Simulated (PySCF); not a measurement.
Run record: geometry optimisation, `IP(I)I`.

Method: PBE0-D3(BJ)/def2-SVP geometry optimisation, gas phase, def2 core potentials past Kr (PySCF 2.14.0). Start geometry: GFN2-xTB. The input is one job of a driver script: a line of settings, then coordinates in Å.

Input:
```
{"job": {"xc": "PBE0", "basis": "def2-SVP", "d3": "d3bj", "grid": 1, "maxiter": 30, "shake": 0.01, "kind": "geom"}, "charge": 0, "multiplicity": 1}
I     -1.722480    -1.373360    -0.262400
P     -0.002710    -0.004040     0.775280
I      2.023360    -0.837750    -0.277270
I     -0.260170     2.189780    -0.268620
```

Output:
```
step   0  E = -1234.32422440  max force = 0.010719
step   1  E = -1234.32521124  max force = 0.001077
step   2  E = -1234.32521656  max force = 0.000161
optimisation converged
```

Energies in Eh; «max force» is the largest Cartesian gradient component in Eh/bohr.

Question: How much energy does the optimisation release, in kcal/mol?

Answer: E(step 0) − E(last step) = 0.000992 Eh, which is 0.6 kcal/mol.

Question: Give the first gradient maximum in eV/Å.

Answer: With 1 Eh/bohr = 51.422 eV/Å, 0.551 eV/Å.

Summary of the converged run: final energy -1234.32522 Eh after 2 steps; dipole 0.05 D.

Question: Where do the atoms end?

Answer: 0.035 Å rms from the input after alignment:
```
atom  x, y, z in Å
I1    -1.7430   -1.3559   -0.2143
P2     0.0057    0.0378    0.8375
I3     2.0734   -0.8029   -0.2227
I4    -0.3135    2.2308   -0.2530
```

Question: How long does this job take on one thread of an Arm Neoverse V2, shared host with 96 logical CPUs at a one-minute load of 29? And the peak memory of the process?

Answer: About 18 s, with 0.42 GiB resident at the peak, the Python interpreter and its libraries included.
Labels such as C1 count atoms from 1, the log's own numbers from 0.
